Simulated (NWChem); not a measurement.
System: Cd

Program: NWChem. def2 effective core potentials on Cd; no spin-orbit coupling. Ions are spin-unrestricted doublets at the neutral geometry; other ion states weren't tried.

```csv
level,basis functions,"vertical ionisation energy, ΔSCF (eV)",−ε(HOMO) (eV),ΔSCF minus −ε(HOMO) (eV)
PBE0/def2-SVP,31,8.80,6.35,2.45
PBE0/def2-SVPD,34,8.80,6.35,2.45
PBE0/def2-TZVP,40,8.82,6.38,2.44
PBE0/def2-TZVPD,40,8.82,6.38,2.44
PBE0/def2-TZVPP,56,8.82,6.38,2.44
PBE0/def2-QZVP,72,8.82,6.39,2.43
```
